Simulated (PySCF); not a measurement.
CrF2O2, charge -1, multiplicity 2. Atoms are numbered in the order given.

```xyz
5

Cr     0.0000     0.0000     0.1371
O      1.3565     0.0000     0.9656
O     -1.3565     0.0000     0.9656
F      0.0000     1.3625    -1.0411
F      0.0000    -1.3625    -1.0411
```
Charge -1, spin multiplicity 2.

Coordinates come from a B3LYP-D3(BJ)/def2-SVPD optimisation. The spin state was assumed, not searched. The isomer is the one that the SMILES or the coordinates give; other isomers of the formula were not compared.

All values below come from B3LYP/def2-SVPD (PySCF).

Mulliken values depend strongly on the basis, most of all with diffuse functions as here. ESP charges are fitted to the potential on shells at 1.4 to 2.0 van der Waals radii. Atomic charges (e):

```
atom  ESP fit  Mulliken  meta-Löwdin  Mulliken spin
----  -------  --------  -----------  -------------
Cr1       [?]      1.85         1.41           1.09
O2        [?]     -0.75        -0.61          -0.07
O3        [?]     -0.75        -0.61          -0.07
F4        [?]     -0.67        -0.60           0.03
F5        [?]     -0.67        -0.60           0.03
```

Q: Fill in the missing entries. (An estimate is asked for; the answer gives what the named calculation found.)

A: 
- Cr1, ESP fit: 1.07
- O2, ESP fit: -0.56
- O3, ESP fit: -0.56
- F4, ESP fit: -0.48
- F5, ESP fit: -0.48
